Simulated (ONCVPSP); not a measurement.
# What the settings do to the ONCV potential of Co (Z = 27)

Base potential:

ONCVPSP 4.0.1 input, shortened (lines: element, Z, core and valence counts, functional; n l f; lmax; l rc ep ncon nbas qcut; lloc lpopt rc5 dvloc0; l nproj debl; icmod fcfact rcfact), LDA (Perdew-Wang 92), scalar-relativistic:

```
  Co 27.00    3    3  -001012      upf
    1    0    2.00
    2    0    2.00
    2    1    6.00
    3    0    2.00
    3    1    6.00
    3    2    6.00
    2
    0    0.95    0.00    5    9   12.70
    1    1.20    0.00    4    9   10.50
    2    0.95    0.00    4    9   17.60
    2    5    0.95    0.00
    0    3    3.30
    1    2    3.90
    2    0    0.50
    0    0.00    0.00
```

In the s channel the program set the typed energies aside and used -5.155, 0.250, 3.550 Ha.

Cutoffs, loose and tight: the cutoffs (Ha) at which the residual kinetic energy of the hardest occupied pseudo-wave falls to 1 and 0.1 mHa per electron. They do not see the model core or the augmentation charge, which bear on the density cutoff. Test errors are all-electron minus pseudo excitation energies from the reference, over the configurations 3s2 3p6 3d7 4s2; 3s2 3p6 3d7 4s1; 3s2 3p6 3d7; 3s2 3p5 3d7 4s2. A dash means not determined; rows that change the core or the reference have their own tests.

| change | outcome | cutoff, loose | cutoff, tight | bound ghosts | GHOST(+) flags above zero | largest test error (meV) |
| --- | --- | --- | --- | --- | --- | --- |
| base | generated, projector energies reset by the program | 110 Ha | 126 Ha | none | s, p | +19 |
| d: qcut 10.6 | generated, projector energies reset by the program | 316 Ha | 366 Ha | none | s | -15 |
| d: qcut 12.7 | generated, projector energies reset by the program | 81 Ha | 310 Ha | none | s | +13 |
| d: qcut 14.6 | generated, projector energies reset by the program | 91 Ha | 102 Ha | none | s | +15 |
| d: qcut 16.9 | generated, projector energies reset by the program | 106 Ha | 120 Ha | none | s, p | +19 |
| d: qcut 18.7 | generated, projector energies reset by the program | 117 Ha | 135 Ha | none | s | +19 |
| d: qcut 20.5 | generated, projector energies reset by the program | 128 Ha | 149 Ha | none | s | +19 |
| d: qcut 22.6 | generated, projector energies reset by the program | 131 Ha | 152 Ha | none | s | +18 |
| d: qcut 26.4 | generated, projector energies reset by the program | 217 Ha | 247 Ha | none | s | +12 |

(1) What comes out with this change to the base: d: qcut 23.9?

Results:

(1) outcome: generated, projector energies reset by the program; cutoff, loose: 111 Ha; cutoff, tight: 173 Ha; bound ghosts: none; GHOST(+) flags above zero: s; largest test error (meV): +19.

Reading the sweep of the qcut of the d channel (base included, trends over the rows without a ghost): The loose cutoff is not monotonic: lowest 81 Ha at 12.7 1/bohr, highest 316 Ha at 10.6 1/bohr. The median size of the test errors (rows with all tests solved) is not monotonic: lowest 0.5 meV at 23.9 1/bohr, highest 11.5 meV at 10.6 1/bohr.
